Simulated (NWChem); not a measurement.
Molecule: AlH2OBr; SMILES [OH][AlH][Br]

```xyz
5

Al    -0.5912     1.1864     0.0000
H     -2.1448     1.3982     0.0000
Br     0.3138    -0.8812     0.0000
O      0.4019     2.5568     0.0000
H      1.3598     2.5914     0.0000
```
Atoms are numbered in this order, from 1.

Program: NWChem. Pople sets run with spherical d functions. All runs use the structure optimised with PBE0/def2-SVP. GIAO values for the isolated, static molecule; σ is the absolute isotropic shielding, δ = σ(reference) − σ with the isolated reference molecule computed at the same levels (1H: tetramethylsilane, 17O: water). Spin-orbit effects, on the heavy nuclei and on their neighbours, are missing.

| level | σ Al1 (ppm) | δ H2 (ppm) | σ Br3 (ppm) | δ O4 (ppm) | δ H5 (ppm) | relative time |
|---|---|---|---|---|---|---|
| LDA (Slater exchange, VWN5)/pcSseg-1 | 369.3 | 4.88 | 2490.6 | 101.5 | 3.31 | 1 |
| KT2/pcSseg-1 | 409.6 | 4.63 | 2550.9 | 86.6 | 3.04 | 2 |
| PBE0/pcSseg-2 | 403.8 | 4.69 | 2620.1 | 70.7 | 2.43 | 10 |
| B3LYP/6-311G** | 402.0 | 4.76 | 2602.4 | 81.0 | 2.59 | 2 |
| PBE/pcSseg-1 | 392.5 | 4.60 | 2540.7 | 88.7 | 3.00 | 1 |

The last column is a rough cost ratio, cheapest run = 1.
